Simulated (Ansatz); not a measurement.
System: C$_{4}$H$_{4}$NS, net charge -1, singlet state. It need not be the lowest isomer of its formula. Whether it binds its extra electron was not tested at this geometry. 
Structure (B3LYP-D3(BJ)/def2-TZVP (Ansatz, a first-principles code) minimum search):
SMILES: Nc1c[c-]sc1
```xyz
10

N      2.1916    -0.4180     0.8395
C      0.8804    -0.1914     0.3153
C      0.0906    -1.2466    -0.2497
C     -1.1889    -0.9378    -0.6900
S     -1.3673     0.7612    -0.3524
C      0.2231     1.0085     0.3375
H      2.6464    -1.1617     0.3237
H      2.7654     0.4124     0.7646
H      0.5023    -2.2550    -0.3205
H      0.5893     1.9538     0.7152
```
Charge -1, spin multiplicity 1.

Total electronic energies in hartree. Cores are frozen in the correlated levels unless marked. Spin-orbit coupling is left out. No relativistic terms. CBS(X,Y): correlation extrapolated as X^-3; Hartree-Fock from the larger set. [CCSD(T)-MP2]/basis is that difference in the basis named.

| level | program | energy (Eh) |
|---|---|---|
| HF/cc-pV(D+d)Z | Ansatz | -605.71886 |
| HF/aug-cc-pV(T+d)Z | Ansatz | -605.80257 |
| RI-HF/aug-cc-pV(T+d)Z | Ansatz | -605.80236 |
| r2SCAN/def2-TZVPD | Ansatz | -607.68663 |
| B3LYP-D3(BJ)/def2-TZVPD | Ansatz + dftd3 | -607.86834 |
| PBE0-D3(BJ)/def2-TZVPD | Ansatz + dftd3 | -607.45451 |
| BHLYP-D4/def2-TZVPD | Ansatz + dftd4 | -607.70376 |
| r2SCAN0-D4/def2-TZVPD | Ansatz + dftd4 | -607.65594 |
| HSE06-D4/def2-TZVPD | Ansatz + dftd4 | -607.43625 |
| HSE06/def2-TZVPD | Ansatz | -607.42733 |
| B2GP-PLYP-D4/def2-TZVPD | Ansatz + dftd4 | -607.44053 |
| B2PLYP/def2-TZVPD | Ansatz | ? |
| PBE-QIDH/def2-TZVPD | Ansatz | -607.32075 |
| MP2/6-31G | Ansatz | -606.04823 |
| MP2/6-31G* | Ansatz | -606.46504 |
| MP2/CBS(aug-cc-pV(T+d)Z,aug-cc-pV(Q+d)Z) | Ansatz | -606.9758 |
| RI-MP2/aug-cc-pV(Q+d)Z | Ansatz | -606.93100 |
| SCS-MP2/STO-3G | Ansatz | -598.91251 |
| SCS-MP2/aug-cc-pV(Q+d)Z | Ansatz | -606.91305 |
| CCSD(T)/6-31G | Ansatz | -606.10590 |
| CCSD(T)/6-31G* | Ansatz | -606.53815 |
| RI-MP2/CBS(aug-cc-pV(T+d)Z,aug-cc-pV(Q+d)Z)+[CCSD(T)-MP2]/aug-cc-pV(T+d)Z | Ansatz | -607.0551 |
| CCSD(T)/CBS(aug-cc-pV(T+d)Z,aug-cc-pV(Q+d)Z) | Ansatz | -607.0415 |

Question: Some entries are withheld; supply them.

Answer: 
- B2PLYP/def2-TZVPD, energy (Eh): -607.52461
